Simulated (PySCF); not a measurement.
**Shapes and spin states of Cd2Te**

Level of theory: PBE0 in PySCF with Te def2-SVP with ECP28, Cd def2-SVP with ECP28; scalar-relativistic core potentials, no spin–orbit coupling; density-fitted integrals.

Relaxations began from a few typed shapes and spin states; open shells are unrestricted. The search is not exhaustive: other isomers or separated fragments can lie lower, and high-lying points may rest on an excited occupation.

Q: Which is the lowest minimum found?
A. triplet D∞h: Te–Cd 3.035 Å (×2); Cd–Te–Cd 180.0°
B. triplet C2v: Te–Cd 2.779 Å (×2); Cd–Te–Cd 89.4°
C. triplet C2v: Te–Cd 2.780 Å (×2); Cd–Te–Cd 89.7°
D. singlet D∞h: Te–Cd 2.723 Å (×2); Cd–Te–Cd 180.0°

A: B. The others lie at 0.2 (triplet C2v), 9.7 (singlet D∞h), 58.9 (triplet D∞h, a saddle point) kJ/mol above it.

For the lowest minimum: with an element this heavy the missing spin–orbit coupling can shift these numbers.

The electron or spin density has lower symmetry than the nuclear frame for the triplet D∞h at 58.9 kJ/mol.
